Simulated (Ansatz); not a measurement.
Input for Ansatz (a first-principles code): R-wB97M-V/def2-TZVPPD on GeH4 (SMILES [GeH4]). Files ending in .json are basis or fitting sets from the Basis Set Exchange.

Ansatz 0.2 input:
```yaml
crystal:
  periodic: [false, false, false]
  atoms:
    - {symbol: Ge, position_ang: [-0.16707944, -0.04856921, 3.64646870]}
    - {symbol: H, position_ang: [-0.39700569, 0.03525509, 5.16802884]}
    - {symbol: H, position_ang: [-0.59679462, 1.28944940, 3.02323694]}
    - {symbol: H, position_ang: [-1.02017138, -1.18810567, 3.07656467]}
    - {symbol: H, position_ang: [1.32103610, -0.29882426, 3.37808933]}
basis:
  gaussian:
    orbitals: def2-TZVPPD.json
hamiltonian:
  xc: {name: wB97M-V}
scf: {lower_state_search: off}
```

The log:

```
WARN ansatz: RAYON_NUM_THREADS=2 ignored (pool sized by the plan → 2); use --threads N
Functional definition: wB97M-V
these checks for a lower state are left out or cut short: stability, starts, cluster_reference, orbital_swaps, neighbouring_geometries, increment
integrals: 0.05 GiB planned
650 factors; their error is unknown
integrals: 0.08 GiB planned
179 factors; integrals over basis functions are off by at most 1.2e-5 eV
mean field: 0.50 GiB planned
mean field evaluation 1: about -56578.9612 eV, gradient 1.5e1 eV
mean field evaluation 2: about -56579.0644 eV, gradient 1.4e1 eV
mean field evaluation 4: about -56579.1830 eV, gradient 8.4e-2 eV
mean field evaluation 8: about -56579.3218 eV, gradient 1.0e-3 eV
mean field -56579.32183904 eV, -2079.2517267428 hartree, gradient 2.8e-6 eV, S^2 0.000000; 0 other end points of the search recorded, 0 dependent functions left out
reference -56579.32187741 eV, -2079.2517281529 hartree; 18, 18 occupied and 104, 104 virtual orbitals, 650 factors
Total energy: -56579.32187741 eV, -2079.2517281529 hartree
Checks for a lower state left out: stability, starts, cluster_reference, orbital_swaps, neighbouring_geometries, increment
```

The run converged.

Cost: very roughly 1.3 core-seconds.
